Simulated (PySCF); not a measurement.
1,3-oxasiletane-2,4-dione (C2H2O3Si), SMILES [SiH2]1C(=O)OC1=O.

Geometry: TPSSh-D3(BJ)/def2-SVP.

These are PBE/def2-TZVP (PySCF) values and carry that method's errors.

Symmetry labels are those of the subgroup C2v that the program uses (full group C2v).

Computed valence orbital energies around the gap with their symmetry:
| orbital | symmetry | energy (eV) |
|---|---|---|
| HOMO−7 | A1 | -12.00 |
| HOMO−6 | B1 | -10.55 |
| HOMO−5 | A2 | -10.53 |
| HOMO−4 | A1 | -9.88 |
| HOMO−3 | B2 | -9.76 |
| HOMO−2 | B2 | -8.56 |
| HOMO−1 | A1 | -7.37 |
| HOMO | B1 | -6.56 |
| LUMO | B2 | -2.89 |
| LUMO+1 | A2 | -2.44 |
| LUMO+2 | B1 | -2.08 |
| LUMO+3 | A1 | -0.57 |
